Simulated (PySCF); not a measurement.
C3H3N2, SMILES [c]1cnc[nH]1, multiplicity 2. Atoms are numbered in the order given.

```xyz
8

C      1.1799     0.1827     0.0000
C      0.2455     1.1887     0.0000
N     -1.0000     0.6017     0.0000
C     -0.8153    -0.7032     0.0000
N      0.5166    -1.0134     0.0000
H      0.3847     2.2677     0.0000
H     -1.6010    -1.4598     0.0000
H      0.9391    -1.9351     0.0000
```
Charge 0, spin multiplicity 2.

The structure is a stationary point at r2SCAN-D4/def2-SVP. The isomer is the one that the SMILES or the coordinates give; other isomers of the formula were not compared.

Two levels are set side by side: PBE/pcH-1 (PySCF) and B3LYP/pcH-1 (PySCF). Contact hyperfine couplings, same geometry. Differences are taken from unrounded values.

| quantity | B3LYP |
|---|---|
| A(iso) of 13C, atom C1 (MHz) | 517.6 |
| A(iso) of 13C, atom C2 (MHz) | 31.5 |
| A(iso) of 14N, atom N3 (MHz) | -2.8 |
| A(iso) of 13C, atom C4 (MHz) | 63.7 |
| A(iso) of 14N, atom N5 (MHz) | 26.7 |
| A(iso) of 1H, atom H6 (MHz) | -1.0 |
| A(iso) of 1H, atom H7 (MHz) | 4.4 |
| A(iso) of 1H, atom H8 (MHz) | 6.1 |

Problem. What does PBE give, and how far is it from B3LYP? (Estimate from the structure and the level; the computed values follow.)

Solution. 
```
quantity                        PBE  PBE minus B3LYP
----------------------------  -----  ---------------
A(iso) of 13C, atom C1 (MHz)  451.0            -66.6
A(iso) of 13C, atom C2 (MHz)   24.2             -7.3
A(iso) of 14N, atom N3 (MHz)   -1.9              1.0
A(iso) of 13C, atom C4 (MHz)   75.0             11.3
A(iso) of 14N, atom N5 (MHz)   29.6              2.9
A(iso) of 1H, atom H6 (MHz)    -2.4             -1.4
A(iso) of 1H, atom H7 (MHz)     1.9             -2.5
A(iso) of 1H, atom H8 (MHz)     4.2             -1.9
```

Rough cost on one machine, each run with all the roots and properties that it gave: B3LYP against PBE within a factor of 2.
